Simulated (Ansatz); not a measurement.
Start from `C[NH][In]([Cl])[Cl]` and change one element to get `C[NH][Al]([Cl])[Cl]`.

Ansatz, PBE0-D4/def2-TZVP geometries, multiplicity 1. Each molecule was computed in one conformer, which needn't be the lowest.

Elements past krypton have def2 core potentials.

| property | `C[NH][In]([Cl])[Cl]` |
| --- | --- |
| HOMO energy (PBE0/def2-TZVPP) / eV | -7.18 |
| HOMO energy (ωB97M-V/def2-TZVPP) / eV | -9.49 |
| LUMO energy (PBE0/def2-TZVPP) / eV | -1.99 |
| LUMO energy (PBE/def2-TZVPP) / eV | -2.87 |
| HOMO–LUMO gap (B3LYP/def2-TZVPP) / eV | 4.67 |
| LUMO energy (ωB97M-V/def2-TZVPP) / eV | -0.07 |

Task: What does the change do to each property? (Best estimate.)

Result: The calculation gave: 
```
                             property  `C[NH][Al]([Cl])[Cl]`  shift
   HOMO energy (PBE0/def2-TZVPP) / eV                  -7.28  -0.10
HOMO energy (ωB97M-V/def2-TZVPP) / eV                  -9.61  -0.12
   LUMO energy (PBE0/def2-TZVPP) / eV                  -0.53   1.46
    LUMO energy (PBE/def2-TZVPP) / eV                  -1.38   1.49
HOMO–LUMO gap (B3LYP/def2-TZVPP) / eV                   6.25   1.58
LUMO energy (ωB97M-V/def2-TZVPP) / eV                   1.13   1.20
```

With PBE0 the HOMO falls by 0.10 eV and the LUMO rises by 1.46 eV, so the gap widens by about 1.56 eV. PBE moves the HOMO by -0.06 eV and ωB97M-V by -0.12 eV.

B3LYP here is the variant with VWN-RPA as its local correlation; programs differ in this.
